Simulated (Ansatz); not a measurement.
Two isomers of C2H7FSi2: A = `F[C@H]1C[Si@H]1[SiH3]`, B = `F[SiH2]C1C[SiH2]1`.

Computed with Ansatz on PBE0-D4/def2-TZVP structures; ΔE is electronic, products minus reactants. CBS: MP2 limit from def2 TZ/QZ plus the TZ coupled-cluster correction, frozen cores. DFT in def2-TZVPP. B3LYP here is the variant with VWN-RPA as its local correlation; programs differ in this. Each species was taken in one conformer, which may not be the lowest.

Which is lower in electronic energy at CCSD(T)/CBS, and by how much? (Best estimate.)

Computed: B, by 59.0 kcal/mol.

Give E(B) − E(A) in kcal/mol with B2PLYP, MP2/def2-TZVPP, PBE-D4, CCSD/def2-TZVPP, ωB97M-V, HF/def2-TZVPP, B3LYP-D4. (Best estimate.)

Computed: B2PLYP -57.6, MP2/def2-TZVPP -62.4, PBE-D4 -49.5, CCSD/def2-TZVPP -58.5, ωB97M-V -57.6, HF/def2-TZVPP -60.4, B3LYP-D4 -55.0. None reverses the order clearly.

Largest T1 diagnostic: 0.013.

From PBE to PBE0 (25 % exact exchange), in def2-TZVPP and without D4, E(B) − E(A) moves by −3.3 kcal/mol.
